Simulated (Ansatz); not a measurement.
Total energies of [Cu(H2O)4]2+ (CuO₄H₈²⁺) from Ansatz at PBE0-D4/def2-TZVP, gas phase (1 Eh = 27.2114 eV = 2625.5 kJ/mol). The reference geometry is relaxed at r2SCAN-D4/def2-SVP.

| state | geometry | energy (Eh) |
| --- | --- | --- |
| charge 2 doublet | reference | -1945.22079 |
| charge 3 triplet | reference | -1944.41833 |
| charge 1 singlet | reference | -1945.62800 |
| charge 1 singlet | relaxed at r2SCAN-D4/def2-SVP | -1945.66532 |

(1) Work out the vertical ionisation energy to the triplet.

(2) Work out the vertical electron affinity, to the singlet.

(3) Give the fundamental gap IE − EA, the Mulliken electronegativity (IE + EA)/2 and the hardness (IE − EA)/2.

(4) How much does the charge 1 singlet relax, and what is the adiabatic electron affinity?

(1) E(charge 3 triplet) − E(charge 2 doublet) = -1944.41833 − (-1945.22079) = 0.80246 Eh = 21.84 eV. For comparison, −ε of the highest occupied level of the spin that leaves is 19.70 eV at this level, 2.14 eV less.

(2) E(charge 2 doublet) − E(charge 1 singlet) = -1945.22079 − (-1945.62800) = 0.40721 Eh = 11.08 eV.

(3) From the values in Eh: IE − EA = 0.80246 − 0.40721 = 0.39525 Eh = 10.76 eV; (IE + EA)/2 = 16.46 eV; (IE − EA)/2 = 5.38 eV.

(4) Relaxation: -1945.62800 − (-1945.66532) = 0.03732 Eh = 1.02 eV. Adiabatic electron affinity: 0.44453 Eh = 12.10 eV, without zero-point energy. Bonds change on the way (2 lost, 0 formed), so the relaxed form is another species.
